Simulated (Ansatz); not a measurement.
Gas-phase reaction in SMILES: [CH2]BC → C[B]C
Geometries: B3LYP-D3(BJ)/def2-TZVP minima from Ansatz (an electronic-structure program), one conformer each, not searched for the lowest. Frequencies are from Ansatz.

Property: isomerisation energy (0 K, with B3LYP-D3(BJ) harmonic zero-point energies), in eV. Cores are frozen in the correlated levels unless marked. UHF or UKS for open shells. No spin-orbit coupling. Non-relativistic unless marked X2C. Basis-set limits of correlation are two-point, X^-3; Hartree-Fock from the larger set.

| level | program | isomerisation energy (eV) |
|---|---|---|
| HF/aug-cc-pVQZ | Ansatz | 0.55 |

Q: Estimate the value at CCSD(T)/CBS(cc-pVTZ,cc-pVQZ) as computed with Ansatz.

A: 0.36 eV
